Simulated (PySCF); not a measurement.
A structure optimised at B3LYP-D3(BJ)/def2-SVP, used in a PySCF frequency run:

```xyz
10

Nb    -0.0513    -0.1522     0.0000
N      0.2290    -1.8738     0.0000
H      0.3772    -2.8803     0.0000
Cl    -1.2096     0.3936     1.9456
Cl    -1.2096     0.3936    -1.9456
O      1.6282     0.6648     0.0000
C      3.0122     0.4126     0.0000
H      3.2137    -0.6722     0.0000
H      3.4675     0.8654    -0.8958
H      3.4675     0.8654     0.8958
```

Write its SMILES, formula and point group.

C[O][Nb](=[NH])([Cl])[Cl], CH4Cl2NNbO, Cs

What are its rotational constants (standard atomic weights)?

1.4371, 1.3598, 0.90251 GHz
